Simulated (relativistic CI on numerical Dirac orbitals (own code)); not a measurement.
# Sensitivity of the levels of Au XXXVII to α and to the nuclear radius

Calculated at this level of theory: Dirac-Coulomb-Breit CI, separate exchange-only KLI orbitals for each configuration, derivatives by finite differences, unscaled Slater integrals, QED left out (own radial code, finite nucleus).

Configurations in the expansion (outside the closed core [Ar] 3d10): 4s²4p⁶4d⁷, 4s²4p⁶4d⁶4f, 4s²4p⁵4d⁸, 4s²4p⁴4d⁹, 4s4p⁶4d⁸, 4p⁶4d⁹, 4s4p⁵4d⁹, 4s²4p⁶4d⁶5s. Levels of other configurations are missing.

With x = (α/α₀)² − 1 an excitation energy changes as ω = ω₀ + qx; K = 2q/ω₀ is the relative enhancement. Terms are leading LS components, so labels can repeat. The field-shift factor is F = δν/δ⟨r²⟩ for the transition from the lowest level.

Lowest level 4s²4p⁶4d⁷ ⁴F9/2.

```
           Level  ω₀ (cm⁻¹)  q (cm⁻¹)  F (GHz/fm²)
 4s²4p⁶4d⁷ ²P3/2      39168     841.8        -1.04
 4s²4p⁶4d⁷ ²D5/2      62373      8433         0.26
 4s²4p⁶4d⁷ ⁴F7/2     183586    200400          7.2
 4s²4p⁶4d⁷ ²H9/2     212013    195000         7.23
 4s²4p⁶4d⁷ ⁴P3/2     215072    201800          7.2
 4s²4p⁶4d⁷ ⁴P5/2     222756    204600         7.45
 4s²4p⁶4d⁷ ⁴P1/2     227653    199900         6.22
4s²4p⁶4d⁷ ²H11/2     243946    196300         7.78
 4s²4p⁶4d⁷ ²F7/2     261332    204100          7.4
 4s²4p⁶4d⁷ ²F5/2     277059    193900         7.21
 4s²4p⁶4d⁷ ²D3/2     335060    204300         8.13
 4s²4p⁶4d⁷ ⁴F5/2     394691    395700           14
 4s²4p⁶4d⁷ ⁴P3/2     406548    397800         13.7
```

At this charge energies of transitions that change n are usually good to better than 1 %, and those within a shell (Δn = 0) to a few per cent. Terms inside the open d or f shell come out 10 to 20 % too wide with unscaled integrals.

Which transition from the lowest level has the largest |K|?

4s²4p⁶4d⁷ ⁴F7/2 at 183586 cm⁻¹, K = 2.18.
